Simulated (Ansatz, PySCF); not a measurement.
C2H5BrTe, SMILES CC[Te]Br. Atoms are numbered in the order given.

```xyz
9

Te    -0.3818    -0.1756     0.8771
Br     1.2719     1.0044    -0.6667
C     -0.9130    -1.7217    -0.5780
C     -1.5850    -1.1918    -1.8324
H     -1.5672    -2.3922     0.0042
H      0.0202    -2.2606    -0.7921
H     -0.9322    -0.4785    -2.3579
H     -2.5312    -0.6801    -1.6006
H     -1.8028    -2.0229    -2.5253
```

Geometry: B3LYP-D3(BJ)/def2-SVP. The def2 effective core potentials stand for the cores of Te; spin–orbit coupling is left out. Other conformers were not sampled.

Two levels are set side by side: PBE-D3(BJ)/def2-SVP (Ansatz, an electronic-structure program) and B3LYP-D3(BJ)/def2-SVP (Ansatz). Each level has its own optimised geometry; the coordinates shown are those of the second. Frequencies come from the Hessian of PySCF at each geometry. Differences are taken from unrounded values.

```csv
quantity,B3LYP-D3(BJ)
mean bond length (Å),1.471
bond Te1–Br2 (Å),2.552
bond Te1–C3 (Å),2.189
bond C3–C4 (Å),1.518
bond C3–H5 (Å),1.103
bond C3–H6 (Å),1.099
bond C4–H7 (Å),1.101
bond C4–H8 (Å),1.100
bond C4–H9 (Å),1.104
highest harmonic wavenumber (cm⁻¹),3141
mean harmonic wavenumber (cm⁻¹),1372
zero-point energy (kcal/mol),41.19
```

Task: What does PBE-D3(BJ) give, and how far is it from B3LYP-D3(BJ)? (Estimate from the structure and the level; the computed values follow.)

Result: 
```
quantity                            PBE-D3(BJ)  PBE-D3(BJ) minus B3LYP-D3(BJ)
----------------------------------  ----------  -----------------------------
mean bond length (Å)                     1.475                          0.005
bond Te1–Br2 (Å)                         2.547                         -0.005
bond Te1–C3 (Å)                          2.191                          0.002
bond C3–C4 (Å)                           1.519                          0.000
bond C3–H5 (Å)                           1.112                          0.009
bond C3–H6 (Å)                           1.107                          0.009
bond C4–H7 (Å)                           1.109                          0.008
bond C4–H8 (Å)                           1.108                          0.008
bond C4–H9 (Å)                           1.111                          0.008
highest harmonic wavenumber (cm⁻¹)        3080                            -60
mean harmonic wavenumber (cm⁻¹)           1336                            -36
zero-point energy (kcal/mol)             40.11                          -1.08
```

Exact exchange shortens and stiffens bonds; PBE has none. Differences between two approximate levels are no errors against the true value.
